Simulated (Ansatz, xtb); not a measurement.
# C4H2F2Se: 4 structures ranked

4 gas-phase structures of C4H2F2Se, from a drawn sample of its isomers (lower ones may exist). Each was relaxed with GFN2-xTB:

A. `Fc1c[se]c(F)c1`, a singlet
B. `Fc1cc[se]c1F`, a singlet
C. `Fc1c[se]cc1F`, a singlet
D. `Fc1ccc(F)[se]1`, a singlet

Q: Estimate their order in r2SCAN-D4/def2-SVP//GFN2-xTB energy at these geometries, lowest first.

A: Calculated order at r2SCAN-D4/def2-SVP//GFN2-xTB: C (0.0), A (0.7), D (4.8), B (5.0) kcal/mol. Less than 1 kcal/mol parts C and A; D and B, so the order within those pairs means little.

Energies above the lowest of each column, in kcal/mol; the last columns are at r2SCAN-D4/def2-SVP geometries:

| structure | GFN2-xTB | HF/STO-3G | r2SCAN-D4/def2-SVP//GFN2-xTB | r2SCAN-D4/def2-SVP | CCSD(T)/def2-SVP + ΔMP2/def2-TZVPP |
| --- | --- | --- | --- | --- | --- |
| C | 1.4 | 2.1 | 0.0 | 0.0 | 0.0 |
| A | 0.0 | 0.0 | 0.7 | 0.9 | 1.6 |
| D | 1.4 | 0.4 | 4.8 | 4.7 | 5.8 |
| B | 3.4 | 2.9 | 5.0 | 5.0 | 5.1 |

CCSD(T)/def2-SVP + ΔMP2/def2-TZVPP puts C lowest; GFN2-xTB picks A, HF/STO-3G picks A. CCSD(T)/def2-SVP + ΔMP2/def2-TZVPP orders those it was run on as C (0.0), A (1.6), B (5.1), D (5.8) kcal/mol. Less than 1 kcal/mol parts B and D, so the order within that pair means little. ΔMP2 is the change of the MP2 energy from the smaller to the larger basis.

Over these structures GFN2-xTB departs from r2SCAN-D4/def2-SVP//GFN2-xTB by 1.4 kcal/mol on average once a common shift is removed. A GFN2-xTB relaxation took about 0.058 s and the r2SCAN-D4/def2-SVP//GFN2-xTB energy about 1.4 s on a shared host (Ansatz 0.2.0, xtb 6.7.1).
